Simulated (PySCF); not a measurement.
C7H12NPSi: full NMR table

- Formula: C7H12NPSi
- SMILES: C[Si](C)(C)c1cncpc1
- Point group of the computed structure: Cs
- Carbon signals: 5
- Proton signals: 4

Numbering as in the mapped SMILES `[CH3:1][Si:2]([CH3:3])([CH3:4])[c:5]1[cH:6][n:7][cH:8][p:9][cH:10]1`. Hydrogens are named by the atom that carries them.

[PySCF 2.14: σ from GIAO-PBE0/pcSseg-1; GFN2-xTB structure; isolated molecule; relativity neglected; equivalent nuclei averaged; single conformer]

References, each an isolated molecule treated in the same way: ¹H and ¹³C and ²⁹Si against TMS; ³¹P against H3PO4; ¹⁵N vs NH3.

| carbon | δC, type | δH (multiplicity) | HMBC from (2–3 bonds) | span of the C tensor (ppm) |
| --- | --- | --- | --- | --- |
| C1/C3/C4 | -0.8, CH3 | 0.32 (s) | H(C1)/H(C3)/H(C4) | 9 |
| C5 | 140.9, C | – | H(C10), H(C6), H(C1)/H(C3)/H(C4) | 252 |
| C6 | 155.7, CH | 9.26 (m) | H(C8), H(C10) | 214 |
| C8 | 192.1, CH | 10.76 (m) | H(C10), H(C6) | 330 |
| C10 | 180.1, CH | 9.73 (m) | H(C8), H(C6) | 360 |

Other nuclei:
| atoms | nucleus | environment | δ (ppm) | σ (ppm) |
| --- | --- | --- | --- | --- |
| P9 | ³¹P | phosphorus bonded to 2 C, in a 6-membered ring | 214.4 | 104.0 |
| Si2 | ²⁹Si | silicon bonded to 4 C | -0.3 | 349.5 |
| N7 | ¹⁵N | pyridine-type ring nitrogen | 371.2 | -103.4 |

δC 192.1, 155.7: aromatic CH next to a ring nitrogen; the adjacent pyridine-type nitrogen withdraws density from it. δC 180.1: aromatic CH. δC 140.9: substituted aromatic carbon. δH 10.76, 9.26: hydrogen on an aromatic CH next to a ring nitrogen; ring current plus the neighbouring ring nitrogen. δH 9.73: hydrogen on an aromatic CH; aromatic region.

Splittings by ³¹P in the carbon and heteronuclear signals aren't shown, as no couplings were computed. Shifts are as computed. Against solution values, carbons near 30 ppm lie about +3 ppm off and those near 130 ppm about +5 ppm. Of 1211 compounds with measured shifts, 218 miss one by over three times the rms of a fit or turn the order of signals round; such compounds aren't used in these exercises. Experimental scales use liquid or dissolved standards, which lie at an offset from isolated NH3 (liquid NH3: subtract about 20 ppm) and H3PO4. Unscaled 15N shifts of sp2 nitrogen come out 20 to 40 ppm too high even then. No couplings were computed; multiplicities are counted from neighbouring protons, with m where these are inequivalent, close in shift, in a saturated or five-membered ring or joined by F or P, and br s for small geminal =CH2 splittings.
